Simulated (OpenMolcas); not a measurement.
Cr3+ (d3) among equal point charges was computed by CASSCF with the d shell active (OpenMolcas, ANO-RCC-VDZP on the metal). Its lowest spin-free states, and all those of the highest spin:

```json
{"2S+1": "4", "Degeneracy": "1", "E (cm-1)": "0.0"}
{"2S+1": "4", "Degeneracy": "2", "E (cm-1)": "4705"}
{"2S+1": "4", "Degeneracy": "1", "E (cm-1)": "5739"}
{"2S+1": "4", "Degeneracy": "1", "E (cm-1)": "8781"}
{"2S+1": "4", "Degeneracy": "2", "E (cm-1)": "9362"}
{"2S+1": "2", "Degeneracy": "1", "E (cm-1)": "19248"}
{"2S+1": "2", "Degeneracy": "1", "E (cm-1)": "19687"}
{"2S+1": "2", "Degeneracy": "2", "E (cm-1)": "20006"}
{"2S+1": "2", "Degeneracy": "1", "E (cm-1)": "20410"}
{"2S+1": "2", "Degeneracy": "1", "E (cm-1)": "22414"}
{"2S+1": "4", "Degeneracy": "1", "E (cm-1)": "22557"}
{"2S+1": "2", "Degeneracy": "2", "E (cm-1)": "23731"}
{"2S+1": "4", "Degeneracy": "2", "E (cm-1)": "24921"}
```

Is the site octahedral, tetrahedral or cube-like, axial, or of lower symmetry?

The states with 2S+1 = 4 have orbital degeneracies 1, 2, 1, 1, 2, 1, 2. There are pairs but no triples, so the site is axial: not cubic, but with a proper or improper axis of order three or more. The run had Cr3+ among 6 point charges of -2 e arranged as a tetragonal octahedron (D4h), 1.92 Å from the ion, with the axial distance 2.093 Å.

Without dynamic correlation the repulsion within the d shell is too large (B by tens of per cent), so at a given field states of lower spin stand too high. Point charges carry no covalency, so the field is a model and not that of real ligands. No measured value stands beside these numbers.
